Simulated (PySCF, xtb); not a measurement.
C4H9Cl, SMILES CCCCCl.

GFN2-xTB (xtb) at its own geometry gives an orbital gap of 6.91 eV and a dipole moment of 2.26 D.

Geometry: PBE-D3(BJ)/def2-SVP. Other conformers were not sampled.

Problem. What does PySCF with PBE/def2-TZVP give? (The exact figures need the calculation; the answer reports its results.)

Solution. gap 6.53 eV (levels -6.82 and -0.29 eV), dipole 1.95 D.
